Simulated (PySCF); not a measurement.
Computed shifts of a molecule C4H7Cl, HF/pcSseg-1 (PySCF), GIAO, gas phase, atoms alike by connectivity averaged where their shifts nearly agree, in ppm (number of nuclei): ¹³C: 144.7 (1), 135.1 (1), 22.1 (1), 16.6 (1). ¹H: 6.06 (1), 2.28 (3), 2.12 (3). References: ¹³C against TMS (σ = 192.6 ppm); ³⁵Cl against HCl (σ = 958.2 ppm); ¹H against TMS (σ = 31.99 ppm), references at their B3LYP-D3(BJ)/def2-TZVP geometries, non-relativistic (without spin–orbit terms, shifts of atoms bonded to Cl or Br come out too high). Geometry optimised at B3LYP-D3(BJ)/def2-SVP. Other conformers were not sampled.

Q: Which molecule gave these data?
(A) C=C(Cl)CC
(B) C=CCCCl
(C) C/C=C(\C)Cl
(D) CC/C=C\Cl

A: C, C/C=C(\C)Cl
